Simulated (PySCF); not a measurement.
## ZrCl₂: breathing scan

Computed with UPBE0/[Zr def2-TZVP with ECP28, Cl def2-TZVP], scalar-relativistic core potentials, density fitting, no spin–orbit coupling, PySCF.

Rigid scan from the triplet minimum (Zr–Cl 2.347 Å (×2); Cl–Zr–Cl 143.2°). Coordinate: all bonds to the central atom scaled together. Energies in kJ/mol from the minimum.

**Question.** Predict the curve at 0.88, 0.92, 0.96, 1.00, 1.04, 1.08, 1.14, 1.22, 1.35.

**Answer.** 
```tsv
scale of all bonds to the centre	E (kJ/mol)	dipole size (D)	⟨S²⟩
0.88	176.9	0.76	2.00
0.92	68.4	1.06	2.00
0.96	14.9	1.40	2.00
1.00	0.0	1.75	2.00
1.04	11.6	2.11	2.01
1.08	41.0	2.47	2.01
1.14	105.2	3.01	2.01
1.22	208.7	3.71	2.01
1.35	381.6	4.75	2.02
```

With open d or f shells other occupations or spin states may lie lower.
